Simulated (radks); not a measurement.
Results of a calculation; reference values are marked as such.
Problem. Numerical settings for the copper ion Cu3+, [Ar] 3d8. Level of theory: scalar-relativistic Kohn-Sham, r2SCAN, spin-polarised, spherical densities, finite nucleus; open shells are filled with parallel spins first; meta-GGA in the generalised Kohn-Sham scheme; Fermi nuclear charge, rms radius 3.8823 fm (a radial shooting solver on a logarithmic mesh with Libxc functionals). The defaults (mesh step 0.008 in ln r, mesh end at 40 bohr or more with all orbitals vanishing there, Anderson mixing 0.5 over 9 steps, residual threshold near 1e-9 with the energy settled to 1e-9 hartree or 1e-11 of itself, here a cap of 96 iterations) give E = -1652.639 hartree and 3d at -47.432 eV in 14 iterations. Run on one thread of a shared host, so times are rough (Arm Neoverse V1): 0.15 s of CPU time, 0.15 s wall, 14 iterations on 2189 mesh points. One setting is changed at a time: mesh step in ln r 0.05; mesh step in ln r 0.005; mesh step in ln r 0.012; mesh end (bohr) 400; mesh end (bohr) 3; residual threshold 1e-05; residual threshold 0.01; mixing 1.5; linear mixing, mixing 1; linear mixing, mixing 0.8; mixing history 3; iteration cap 5. Which runs fail to converge, and which converge to a wrong energy?

Solution. Not converged within the cap: linear mixing, mixing 1; linear mixing, mixing 0.8; iteration cap 5. Settings that end as converged yet miss the energy by more than 1 mhartree: mesh end (bohr) 3 (+0.0428 hartree).
